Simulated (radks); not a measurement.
The carbon anion C4-, configuration [Ne]. All-electron calculation, scalar-relativistic Kohn-Sham, r2SCAN, spin-polarised, spherical densities, finite nucleus; meta-GGA in the generalised Kohn-Sham scheme; Fermi nuclear charge, rms radius 2.4702 fm; Watson sphere of charge +3.17 and radius 2.73 bohr. Program: a radial shooting solver on a logarithmic mesh with Libxc functionals. Some entries of the table are withheld. Estimate them.

| orbital | occ. | eigenvalue (eV) | r(max) (bohr) | <1/r> (bohr^-1) |
|---|---|---|---|---|
| 1s | 2 | (1) | 0.1739 | 5.657 |
| 2s | 2 | (2) | (3) | 0.7878 |
| 2p | 6 | (4) | 1.796 | (5) |

Answer. 
(1) 1s eigenvalue (eV): -266.9645
(2) 2s eigenvalue (eV): -8.1950
(3) 2s r(max) (bohr): 1.308
(4) 2p eigenvalue (eV): -0.3430
(5) 2p <1/r> (bohr^-1): 0.5478
